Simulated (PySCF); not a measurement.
CuH, SMILES [CuH] (connectivity only; charge and spin as stated), neutral, multiplicity 1. Geometry optimised at PBE0-D3(BJ)/def2-TZVPD. The multiplicity is an assumed one; other spin states were not compared.

Method: PySCF with PBE0-D3(BJ)/def2-TZVPD.

Harmonic wavenumbers (cm⁻¹): 1865. Rotational constants (GHz): 230.8 (linear); symmetry number 1.

Work out the zero-point energy and the ideal-gas rigid-rotor harmonic-oscillator thermochemistry at 298.15 K and 1 atm.

ZPE = ½ Σ hcν = ½ × 1865 cm⁻¹ = 2.67 kcal/mol. H − E(el) = 4.74 kcal/mol. Entropy in cal/(mol K): translation 38.41, rotation 8.53, vibration 0.00, total 46.95. G − E(el) = -9.26 kcal/mol. Cp = 6.98 cal/(mol K).
